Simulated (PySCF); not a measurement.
Dipole response of Ir⁺ (iridium, charge +1)

[Xe] 4f14 5d7 6s1, high-spin 5F determinant. Calculation: PySCF 2.14, in aug-cc-pVTZ-PP with one added diffuse shell each of s, p, d, f, g type with ECP60MDF (7s7p6d4f3g, 113 functions); scalar relativity through the core potential. Coupled (time-dependent) response in atomic units; α is the mean over directions.

```json
{"method": "UHF", "mean α (bohr³)": "30.62", "C₆ (like pair)": "244.6", "S(−4)": "452.5"}
{"method": "PBE", "mean α (bohr³)": "24.63", "C₆ (like pair)": "201.3", "S(−4)": "217.2"}
```

S(−4) is the Cauchy moment in α(ω) = α(0) + S(−4) ω² + …

Spin-orbit coupling is absent.

α(iu) at PBE:

```
u (hartree)  α(iu) (bohr³)
          0          24.63
     0.0500          24.11
      0.100          22.71
      0.200          18.84
      0.300          15.27
      0.500          10.52
      0.750          7.322
       1.00          5.473
       1.50          3.441
       2.00          2.372
       3.00          1.315
       5.00         0.5652
```

For an ion, C₆ is the dispersion term alone; charge-induced terms of lower order in 1/R come first.

Energies and moments cover only the electrons outside the core potential. Spin-orbit coupling, absent here, splits the open shell strongly.
